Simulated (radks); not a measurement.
The table gives one normalised radial function P(r) = r R(r) of Co in [Ar] 3d7 4s2 (r in bohr). Calculated with a radial shooting solver on a logarithmic mesh with Libxc functionals: scalar-relativistic Kohn-Sham, PBE, spin-polarised, spherical densities, finite nucleus; open shells are filled with parallel spins first; Fermi nuclear charge, rms radius 3.7875 fm.

r,P
0.006354,0.0089
0.00728,0.0114
0.00834,0.0147
0.009555,0.0188
0.01095,0.0241
0.01254,0.0308
0.01437,0.0392
0.01646,0.0498
0.01886,0.0631
0.02161,0.0795
0.02476,0.0996
0.02836,0.1242
0.03249,0.1537
0.03723,0.1888
0.04265,0.2297
0.04926,0.2796
0.05643,0.3324
0.06466,0.3896
0.07408,0.4492
0.08487,0.5078
0.09723,0.5610
0.1114,0.6027
0.1276,0.6255
0.1462,0.6213
0.1675,0.5816
0.1919,0.4991
0.2199,0.3692
0.2519,0.1918
0.2886,-0.0274
0.3307,-0.2758
0.3788,-0.5343
0.4375,-0.7926
0.5012,-0.9951
0.5743,-1.1336
0.6579,-1.1933
0.7538,-1.1711
0.8636,-1.0762
0.9894,-0.9280
1.134,-0.7507
1.299,-0.5688
1.488,-0.4023
1.705,-0.2644
1.953,-0.1604
2.237,-0.0892
2.563,-0.0450
2.937,-0.0203
3.365,-0.0081
3.886,-0.0026
4.452,-0.0008
5.1,-0.0002
5.843,0.0000
6.695,0.0000
7.67,0.0000
8.787,0.0000
10.07,0.0000

Which n and l does it have? It may be an empty orbital.

Answer. n = 3, l = 1: the number of nodes gives n - l - 1 = 1, the rise at small r (about r^(l+1)) gives l, and the extent must fit the shell. The curve is that of 3p up; the table hardly tells the two spins apart. 3p up: eigenvalue -66.965 eV, 1 radial node at r = 0.284 bohr, <r> = 0.815 bohr, 90 % of the charge inside 1.26 bohr.
